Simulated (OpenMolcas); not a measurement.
Pd III: effect of the active space

```yaml
Program: OpenMolcas
Method: CASSCF or its RAS form
Basis: ANO-RCC-VTZP
Scalar_Hamiltonian: DKH2, point nucleus
Spin-orbit_coupling: state interaction with AMFI integrals over the reference wave functions, term energies averaged over their components
```

A. 8 electrons in 5 orbitals (4d); 2S+1 = 3 even, 10 roots; 2S+1 = 1 even, 15 roots; cost roughly 6 core-seconds
B. 8 electrons in 6 orbitals (4d 5s); 2S+1 = 5 even, 10 roots; 2S+1 = 3 even, 55 roots; 2S+1 = 1 even, 43 roots; cost of the order of 30 core-seconds
C. 8 electrons in 9 orbitals (RAS2 4d 5s; RAS3 5p, at most 2 electrons); 2S+1 = 3 even, 60 roots; 2S+1 = 5 even, 10 roots kept (CI in the orbitals of an earlier block); 2S+1 = 1 even, 50 roots kept (CI in the orbitals of an earlier block); 2S+1 = 3 odd, 21 roots; 2S+1 = 5 odd, 22 roots kept (CI in the orbitals of an earlier block); 2S+1 = 1 odd, 9 roots kept (CI in the orbitals of an earlier block, 0 in the spin-orbit step); cost roughly 14 core-minutes
D. 8 electrons in 10 orbitals (4d 5d); 2S+1 = 3 even, 10 roots; 2S+1 = 1 even, 15 roots; cost about 70 core-seconds

Energies in cm⁻¹ above 4d⁸ ³F₄, the measured ground level; measured values from Moore, Atomic Energy Levels, vol. III, NSRDS-NBS 35 (1971 reprint of NBS Circular 467, 1958).

```tsv
Level	A	B	C	D	Measured
4d⁸ ³F₄	0.0	0.0	0.0	0.0	0.0
4d⁸ ³F₃	3119	3308	3299	3119	3230
4d⁸ ³F₂	4806	4906	5037	4781	4687
4d⁸ ³P₁	17416	17546	17469	17052	13470
4d⁸ ³P₀	17745	17865	17806	17343	13699
4d⁸ ³P₂ [54 %]	17760	17326	17939	17539	
4d⁸ ¹G₄	21504	19992	22027	21181	17880
4d⁸ ¹S₀	50311	49668	51159	49190
```

Deviations, from unrounded energies. A percentage is the sum of absolute deviations over the sum of measured energies, with the sign that they share, or ± where signs differ.

| Against measurement | Levels | A | B | C | D |
| --- | --- | --- | --- | --- | --- |
| mean absolute deviation (cm-1) | 5 | 2400 | 2100 | 2500 | 2100 |
| fine structure of the ground term (%) | 2 | ±2.9 | +3.7 | +5.3 | ±2.6 |
| other terms of the ground configuration (%) | 3 | +25.8 | +23.0 | +27.2 | +23.4 |

B, D lie about equally close to measurement and C furthest from it. The largest miss of B in the table is 4d⁸ ³P₀, by +4200 cm-1. The ranking rests on the paired levels alone, and a cruder setting can come out closer through cancelling errors.

Among A to D the level of the table that moves most is 4d⁸ ¹G₄, by 2000 cm-1 (lowest in B, highest in C).

Without dynamic correlation excited terms often stand tens of per cent too high (terms of higher spin than the ground term too low), and those without a measured partner can miss by more than the paired ones. Levels of configurations with an s electron are missing; early in the row they begin among the upper levels of the d shell and mix with terms of their name (holds for A). Some high roots are left out of the spin-orbit mixing, which shifts the levels that they would mix with (holds for C). Terms from blocks run as CI alone lack orbitals of their own (holds for C). Active for correlation alone: 5d; no level in the range computed is led by a configuration that fills it, so any true level of that kind is missing (holds for D). Measured partners are found by configuration, term and J. A level has none where our copy of the source lacks it or the pairing is in doubt (some pairs that miss far off the trend of their configuration count as doubtful), and it then counts in no deviation. Only configurations of the active space appear. Levels that lie high or do not pair safely by name in every column are left out.

A share in square brackets marks a mixed level and gives the weight of the term that names it, the lowest over the columns.
